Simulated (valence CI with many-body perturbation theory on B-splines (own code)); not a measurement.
# Ru39+: calculated level list

Level of theory: configuration interaction combined with many-body perturbation theory (CI+MBPT): three valence electrons over a frozen Dirac-Fock core [He], a basis of 9 s, 9 p, 8 d, 6 f, 3 g, 1 h functions for each j, with the one-electron correlation potential Σ1 (screened to all orders), the two-electron term Σ2, the three-electron term Σ3, Breit, model QED; selected single and double excitations, second order for the rest, scaled by the run's own slope (own B-spline code, finite nucleus).

No measured spectrum was set against this ion. As an estimate, large intervals hold to a few tenths of a per cent, small ones and those within an open d or f shell to about a per cent.

Levels 1 to 45 of 53, with energies above the lowest level, (2s^2 2p1/2) J=1/2. "Leading %" is the weight of the configuration and term that name the level; weights of strongly mixed levels are sums over their largest components and can fall short, so below about 35 % the name and the second component can differ from the true leading terms, or belong to a minority configuration. In the jj column 3d3/2^4 stands for four electrons in 3d with j = 3/2. Lifetimes count E1, E2, E3, M1 and M2 decay at the calculated energies, and are blank where another channel may lead or the interval is too uncertain; long ones can be off by a factor of two.

| No. | Configuration | Term | J | E (Ry) | Leading % | Leading jj | g | Lifetime |
| --- | --- | --- | --- | --- | --- | --- | --- | --- |
| 1 | 2s²2p | ²P° | 1/2 | 0.00 | 99 | 2s^2 2p1/2 (99 %) | 0.650 |  |
| 2 | 2s2p² | ⁴P | 1/2 | 8.77 | 69 | 2s 2p1/2^2 (93 %) | 2.326 | 245 ps |
| 3 | 2s²2p | ²P° | 3/2 | 10.76 | 98 | 2s^2 2p3/2 (98 %) | 1.322 | 59.0 ns |
| 4 | 2s2p² | ⁴P | 3/2 | 16.99 | 95 | 2s 2p1/2 2p3/2 (99 %) | 1.681 | 1.80 ns |
| 5 | 2s2p² | ⁴P | 5/2 | 18.82 | 53 | 2s 2p1/2 2p3/2 (96 %) | 1.399 | 441 ps |
| 6 | 2s2p² | ²D | 3/2 | 21.78 | 73 | 2s 2p1/2 2p3/2 (98 %) | 0.937 | 6.29 ps |
| 7 | 2s2p² | ²P | 1/2 | 22.10 | 73 | 2s 2p1/2 2p3/2 (92 %) | 1.152 | 4.09 ps |
| 8 | 2s2p² | ²D | 5/2 | 29.13 | 53 | 2s 2p3/2^2 (96 %) | 1.376 | 27.4 ps |
| 9 | 2p³ | ²P° | 3/2 | 31.57 | 41 | 2p1/2^2 2p3/2 (97 %) | 1.419 | 5.93 ps |
| 10 | 2s2p² | ²S | 1/2 | 33.37 | 71 | 2s 2p3/2^2 (97 %) | 1.820 | 4.94 ps |
| 11 | 2s2p² | ²P | 3/2 | 33.46 | 72 | 2s 2p3/2^2 (97 %) | 1.213 | 3.05 ps |
| 12 | 2p³ | ⁴S° | 3/2 | 40.63 | 51 | 2p1/2 2p3/2^2 (98 %) | 1.408 | 3.68 ps |
| 13 | 2p³ | ²D° | 5/2 | 41.83 | 100 | 2p1/2 2p3/2^2 (100 %) | 1.187 | 4.57 ps |
| 14 | 2p³ | ²P° | 1/2 | 44.08 | 99 | 2p1/2 2p3/2^2 (99 %) | 0.650 | 2.97 ps |
| 15 | 2p³ | ²P° | 3/2 | 53.41 | 57 | 2p3/2^3 (99 %) | 1.272 | 2.52 ps |
| 16 | 2s²3s | ²S | 1/2 | 241.27 | 97 | 2s^2 3s (97 %) | 1.996 | 36.8 fs |
| 17 | 2s²3p | ²P° | 1/2 | 244.44 | 94 | 2s^2 3p1/2 (94 %) | 0.670 | 753 fs |
| 18 | 2s²3p | ²P° | 3/2 | 247.35 | 77 | 2s^2 3p3/2 (77 %) | 1.374 | 172 fs |
| 19 | 2s2p3s | ⁴P° | 1/2 | 247.47 | 88 | 2s 2p1/2 3s (98 %) | 2.437 | 39.6 fs |
| 20 | 2s2p3s | ⁴P° | 3/2 | 248.80 | 59 | 2s 2p1/2 3s (76 %) | 1.560 | 39.9 fs |
| 21 | 2s2p3s | ²P° | 1/2 | 249.60 | 93 | 2s 2p1/2 3s (96 %) | 0.747 | 54.3 fs |
| 22 | 2s²3d | ²D | 3/2 | 250.16 | 91 | 2s^2 3d3/2 (91 %) | 0.811 | 4.59 fs |
| 23 | 2s2p3p | ⁴D | 1/2 | 250.17 | 73 | 2s 2p1/2 3p1/2 (99 %) | 0.246 | 52.8 fs |
| 24 | 2s²3d | ²D | 5/2 | 251.13 | 97 | 2s^2 3d5/2 (97 %) | 1.196 | 5.45 fs |
| 25 | 2s2p3p | ⁴D | 3/2 | 251.29 | 48 | 2s 2p1/2 3p1/2 (90 %) | 1.148 | 80.9 fs |
| 26 | 2s2p3p | ⁴P | 1/2 | 252.71 | 56 | 2s 2p1/2 3p1/2 (96 %) | 2.085 | 41.7 fs |
| 27 | 2s2p3p | ⁴P | 3/2 | 253.86 | 29 | 2s 2p1/2 3p3/2 (99 %) | 1.420 | 41.5 fs |
| 28 | 2s2p3p | ²P | 1/2 | 254.76 | 45 | 2s 2p1/2 3p3/2 (89 %) | 1.236 | 13.8 fs |
| 29 | 2s2p3p | ⁴D | 5/2 | 254.94 | 57 | 2s 2p1/2 3p3/2 (94 %) | 1.359 | 359 fs |
| 30 | 2s2p3p | ²D | 3/2 | 255.20 | 49 | 2s 2p1/2 3p3/2 (96 %) | 1.240 | 18.1 fs |
| 31 | 2s2p3d | ⁴F° | 3/2 | 255.75 | 76 | 2s 2p1/2 3d3/2 (99 %) | 0.538 | 25.0 fs |
| 32 | 2s2p3d | ⁴F° | 5/2 | 256.70 | 67 | 2s 2p1/2 3d3/2 (68 %) | 1.068 | 16.5 fs |
| 33 | 2s2p3d | ⁴P° | 5/2 | 257.26 | 39 | 2s 2p1/2 3d5/2 (70 %) | 1.385 | 6.02 fs |
| 34 | 2s2p3d | ⁴D° | 1/2 | 257.62 | 63 | 2s 2p1/2 3d3/2 (93 %) | 0.373 | 3.45 fs |
| 35 | 2s2p3d | ⁴D° | 3/2 | 257.64 | 41 | 2s 2p1/2 3d3/2 (81 %) | 1.279 | 4.39 fs |
| 36 | 2s2p3d | ⁴F° | 7/2 | 258.18 | 48 | 2s 2p1/2 3d5/2 (95 %) | 1.257 | 6.60 fs |
| 37 | 2s2p3s | ⁴P° | 5/2 | 258.24 | 84 | 2s 2p3/2 3s (84 %) | 1.508 | 35.9 fs |
| 38 | 2s2p3d | ²D° | 3/2 | 258.91 | 48 | 2s 2p1/2 3d5/2 (78 %) | 1.017 | 6.31 fs |
| 39 | 2s2p3d | ²F° | 5/2 | 259.00 | 57 | 2s 2p1/2 3d5/2 (86 %) | 1.072 | 6.90 fs |
| 40 | 2s2p3s | ²P° | 3/2 | 259.26 | 81 | 2s 2p3/2 3s (98 %) | 1.391 | 31.1 fs |
| 41 | 2p²3s | ⁴P | 1/2 | 259.44 | 52 | 2p1/2^2 3s (90 %) | 2.038 | 45.4 fs |
| 42 | 2s2p3p | ⁴P | 3/2 | 261.67 | 49 | 2s 2p3/2 3p1/2 (99 %) | 1.626 | 53.9 fs |
| 43 | 2p²3p | ⁴D° | 1/2 | 261.69 | 39 | 2p1/2^2 3p1/2 (88 %) | 0.660 | 36.7 fs |
| 44 | 2s2p3p | ²D | 5/2 | 261.87 | 41 | 2s 2p3/2 3p1/2 (98 %) | 1.352 | 24.9 fs |
| 45 | 2s2p3s | ²P° | 1/2 | 262.39 | 87 | 2s 2p3/2 3s (89 %) | 0.764 | 24.5 fs |

The ionisation energy to 2s² ¹S0 of the next ion comes out as 5863.5 eV (NIST: 5861 ± 4 eV (semi-empirical)). All 53 levels together are meant to be complete up to 265.98 Ry.
